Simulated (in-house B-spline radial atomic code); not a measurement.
Radial electron density of Cr, [Ar] (3d3/2)4 (3d5/2)1 4s1. Level of theory: Dirac-Hartree-Fock, average of the jj configuration, Fermi nucleus of rms radius 3.6452 fm; calculated with a B-spline radial code for spherical atoms.

Columns: r (bohr), 4πr²n(r) (electrons per bohr), bar.

```
 0.00233   0.6267 #
 0.00287   0.9206 #
 0.00352    1.334 ##
 0.00433    1.929 ###
 0.00532    2.759 ####
 0.00653    3.898 #####
 0.00803    5.452 ########
 0.00986    7.483 ###########
  0.0121    10.06 ##############
  0.0149    13.26 ###################
  0.0183    16.91 ########################
  0.0225    20.81 #############################
  0.0276    24.47 ##################################
  0.0339    27.34 ######################################
  0.0417    28.76 ########################################
  0.0512    28.31 ########################################
  0.0629     26.2 #####################################
  0.0773     23.5 #################################
   0.095    21.91 ###############################
   0.117    22.92 ################################
   0.143    26.34 #####################################
   0.176     30.3 ###########################################
   0.217    31.29 ############################################
   0.266    27.34 ######################################
   0.327    19.73 ############################
   0.402    12.79 ##################
   0.493    10.18 ##############
   0.606    11.54 ################
   0.745    13.35 ###################
   0.915    12.61 ##################
    1.12    9.493 #############
    1.38    5.755 ########
     1.7    3.048 ####
    2.09    1.605 ##
    2.56   0.9367 #
    3.15   0.5872 #
    3.87   0.3645 #
    4.75    0.202 
    5.84  0.09047 
    7.18  0.03013 
    8.82 0.006871 
    10.8 0.001002 
    13.3 7.589e-05
```

On this grid the curve has 3 maxima, near 0.0417, 0.217, 0.745 bohr.

The 3d5/2 radial function P(r) = rR(r), positive near the nucleus, with its small component Q(r) (sign convention: Q ≈ (P' + κP/r)/2c):

```json
{"r (bohr)": "0.0225", "P": "0.0008594", "Q": "-2.393e-05"}
{"r (bohr)": "0.0339", "P": "0.002692", "Q": "-7.322e-05"}
{"r (bohr)": "0.0512", "P": "0.008157", "Q": "-0.0002146"}
{"r (bohr)": "0.0773", "P": "0.02332", "Q": "-0.000587"}
{"r (bohr)": "0.117", "P": "0.0619", "Q": "-0.001469"}
{"r (bohr)": "0.176", "P": "0.1456", "Q": "-0.003191"}
{"r (bohr)": "0.266", "P": "0.301", "Q": "-0.005919"}
{"r (bohr)": "0.402", "P": "0.5239", "Q": "-0.009021"}
{"r (bohr)": "0.606", "P": "0.7361", "Q": "-0.0109"}
{"r (bohr)": "0.915", "P": "0.8094", "Q": "-0.009938"}
{"r (bohr)": "1.38", "P": "0.6938", "Q": "-0.006716"}
{"r (bohr)": "2.09", "P": "0.469", "Q": "-0.003465"}
{"r (bohr)": "3.15", "P": "0.2474", "Q": "-0.001411"}
{"r (bohr)": "4.75", "P": "0.09221", "Q": "-0.0004221"}
{"r (bohr)": "7.18", "P": "0.01975", "Q": "-7.661e-05"}
{"r (bohr)": "10.8", "P": "0.001813", "Q": "-6.288e-06"}
```
